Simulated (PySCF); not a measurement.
**Electron correlation in Ir⁺ (iridium, charge +1)**

[Xe] 4f14 5d7 6s1, high-spin 5F determinant. Computed with PySCF 2.14 in def2-SVP with the def2 core potential (60 electrons) (6s3p2d1f, 32 functions), with scalar relativity through the core potential. Frozen: 5s2 5p6; 8 electrons correlated.

MP2 pair energies summed by pair of shells (mhartree):

```csv
pair,energy,share (%)
5d-5d,-89.11,76.3
5d-6s,-27.68,23.7
```

Total MP2 correlation energy: -116.80 mhartree.

Same-spin part -53.54 and opposite-spin part -63.26 mhartree; SCS-MP2 scales them by 1/3 and 6/5 to -93.75 mhartree.
